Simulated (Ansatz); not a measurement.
CrO4 (SMILES [O]=[Cr-2](=[O])(=[O])=[O]), charge -2, singlet, geometry from GFN2-xTB (such geometries of metal compounds can be far from the true shape) (a gas-phase anion, which may not be bound at this level); HF/def2-SVPD in Ansatz (a program for electronic structure).

The Ansatz input:
Ansatz 0.2 input:
```yaml
crystal:
  periodic: [false, false, false]
  atoms:
    - {symbol: Cr, position_ang: [0.00000000, 0.00000000, -0.00000000]}
    - {symbol: O, position_ang: [1.11911804, 0.63621091, -1.00629935]}
    - {symbol: O, position_ang: [0.74912909, -0.80537194, 1.20830855]}
    - {symbol: O, position_ang: [-0.95622851, -1.03167988, -0.83131917]}
    - {symbol: O, position_ang: [-0.91201863, 1.20084091, 0.62930997]}
basis:
  gaussian:
    orbitals: def2-SVPD
hamiltonian:
  xc: hf
total_charge: -2
```

What the program printed (banner, timings and long lists left out):

```
Functional definition: HF
1395 factors; their error is unknown
mean field evaluation 1: about -36486.7412 eV, gradient 1.2e2 eV
mean field evaluation 2: about -36239.4882 eV, gradient 4.0e2 eV
mean field evaluation 4: about -36517.3407 eV, gradient 6.5e0 eV
mean field evaluation 8: about -36517.5150 eV, gradient 4.1e-1 eV
mean field evaluation 16: about -36487.5478 eV, gradient 1.2e2 eV
mean field -36518.47371096 eV, -1342.0291557672 hartree, gradient 7.5e-6 eV, S^2 0.000000; 0 other end points of the search recorded, 0 dependent functions left out
reference -36518.47371096 eV, -1342.0291557672 hartree; 29, 29 occupied and 97, 97 virtual orbitals, 1395 factors
Total energy: -36518.47371096 eV, -1342.0291557672 hartree
```
